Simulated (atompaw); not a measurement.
An all-electron radial function and its pseudo partner (Br)

Columns: radius, all-electron u(r) and pseudo u(r) of the 3d shell (level -67.00 eV) of bromine in the configuration [Ne] 3s2 3p6 3d10 4s2 4p5; LDA (PW92), scalar-relativistic, PAW (atompaw) scheme, atompaw 4.2.0.5.

```json
{"r (bohr)": "0.033", "all-electron": "0.0178", "pseudo": "0.0007"}
{"r (bohr)": "0.065", "all-electron": "0.0955", "pseudo": "0.0054"}
{"r (bohr)": "0.098", "all-electron": "0.2336", "pseudo": "0.0182"}
{"r (bohr)": "0.131", "all-electron": "0.4055", "pseudo": "0.0424"}
{"r (bohr)": "0.163", "all-electron": "0.5811", "pseudo": "0.0789"}
{"r (bohr)": "0.196", "all-electron": "0.7540", "pseudo": "0.1313"}
{"r (bohr)": "0.229", "all-electron": "0.9072", "pseudo": "0.1988"}
{"r (bohr)": "0.262", "all-electron": "1.0348", "pseudo": "0.2802"}
{"r (bohr)": "0.294", "all-electron": "1.1325", "pseudo": "0.3703"}
{"r (bohr)": "0.327", "all-electron": "1.2068", "pseudo": "0.4713"}
{"r (bohr)": "0.360", "all-electron": "1.2566", "pseudo": "0.5765"}
{"r (bohr)": "0.392", "all-electron": "1.2841", "pseudo": "0.6779"}
{"r (bohr)": "0.425", "all-electron": "1.2944", "pseudo": "0.7773"}
{"r (bohr)": "0.458", "all-electron": "1.2894", "pseudo": "0.8667"}
{"r (bohr)": "0.490", "all-electron": "1.2728", "pseudo": "0.9400"}
{"r (bohr)": "0.523", "all-electron": "1.2461", "pseudo": "0.9988"}
{"r (bohr)": "0.556", "all-electron": "1.2119", "pseudo": "1.0388"}
{"r (bohr)": "0.588", "all-electron": "1.1734", "pseudo": "1.0588"}
{"r (bohr)": "0.621", "all-electron": "1.1298", "pseudo": "1.0610"}
{"r (bohr)": "0.654", "all-electron": "1.0835", "pseudo": "1.0465"}
{"r (bohr)": "0.687", "all-electron": "1.0355", "pseudo": "1.0184"}
{"r (bohr)": "0.719", "all-electron": "0.9882", "pseudo": "0.9816"}
{"r (bohr)": "0.752", "all-electron": "0.9394", "pseudo": "0.9376"}
{"r (bohr)": "0.785", "all-electron": "0.8909", "pseudo": "0.8906"}
{"r (bohr)": "0.817", "all-electron": "0.8447", "pseudo": "0.8447"}
{"r (bohr)": "0.850", "all-electron": "0.7982", "pseudo": "0.7982"}
```

**Question.** How many radial nodes do the two functions have?

**Answer.** The all-electron 3d function has n − l − 1 = 0; the pseudo-wave has 0.

**Question.** Is the pseudo-wave norm-conserving?

**Answer.** No, it belongs to a PAW set: the norm inside the radius is not constrained, and the difference is carried by the augmentation charge.
